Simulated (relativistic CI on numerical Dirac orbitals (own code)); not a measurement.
**Hyperfine structure of Sn⁴⁶⁺, mass number 115**

Calculated at this level of theory: Dirac-Coulomb-Breit CI, separate exchange-only KLI orbitals for each configuration, model QED, unscaled Slater integrals (own radial code, finite nucleus).

CI space (outside the closed core 1s2): 2s2, 2s 2p, 2p2, 2p 3s, 2p 3p, 2s 3s, 2s 3p, 2s 3d, 2s 4s, 2s 4p, 2s 4d, 2s 4f, 3s2, 3s 3p, 3p2. Levels of other configurations are missing.

Nuclear spin I = 1/2, μ = -0.9174 μN (tables of Stone and Pyykkö). The electronic factors are computed for point nuclear moments, without core polarisation or the Bohr-Weisskopf and QED corrections.

```json
{"Level": "2s 2p 3P°_1", "E (eV)": "114.74", "A (GHz)": "-5795"}
{"Level": "2s 2p 3P°_2", "E (eV)": "355.28", "A (GHz)": "-2597"}
{"Level": "2s 2p 1P°_1", "E (eV)": "415.46", "A (GHz)": "1531"}
{"Level": "2p2 3P_1", "E (eV)": "507.87", "A (GHz)": "153"}
{"Level": "2p2 1D_2", "E (eV)": "522.70", "A (GHz)": "-1044"}
{"Level": "2p2 3P_2", "E (eV)": "777.68", "A (GHz)": "-464.3"}
{"Level": "2s 3s 3S_1", "E (eV)": "4571.02", "A (GHz)": "-5832"}
{"Level": "2s 3p 3P°_1", "E (eV)": "4618.20", "A (GHz)": "-4948"}
```

Levels with J = 0, under 50 % of one LS term, or S terms without an open s electron are left out. Small factors come from cancelling terms and can be off by tens of per cent or more.

At this charge energies of transitions that change n are usually good to better than 1 %, and those within a shell (Δn = 0) to a few per cent.

Question: Give the hyperfine levels of 2s 2p 3P°_1 relative to its centre of gravity.

Answer: With K = F(F + 1) − I(I + 1) − J(J + 1), E = AK/2: F = 1/2: 5795, F = 3/2: -2897 GHz.

LS names give the leading component of a level, which can be under half, so a name can repeat, a term be missing and a line seem to break the LS rules.
